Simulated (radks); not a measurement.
The numbers below are computed, except where a source is named.
Polarisability of the fluorine ion F+, [He] 2s2 2p4, at imaginary frequency. Level of theory: scalar-relativistic Kohn-Sham, PBE, spin-polarised, spherical densities, finite nucleus; open shells are filled with parallel spins first; Fermi nuclear charge, rms radius 2.8976 fm (a radial shooting solver on a logarithmic mesh with Libxc functionals). Response by self-consistent Sternheimer equations with the Hartree and adiabatic LDA kernel, the relativistic mass of each level held fixed and spin-orbit coupling left out.

w (hartree)  alpha1(iw) (bohr^3)
0.00266                    1.888
0.0143                     1.888
0.0360                     1.886
0.0697                     1.881
0.118                      1.867
0.186                      1.836
0.280                      1.776
0.413                      1.668
0.605                      1.490
0.892                      1.233
1.35                      0.9137
2.12                      0.5779
3.59                      0.2905
6.94                      0.1027
17.5                     0.01980

Static values: alpha1 = 1.888 bohr^3 (0.2798 angstrom^3; uncoupled 2.321). C6 = 3.528, triple-dipole C9 = 4.729 atomic units. One-pole (London) frequency 4 C6 / (3 alpha1^2) = 1.320 hartree, against 0.954 for minus the highest occupied eigenvalue.
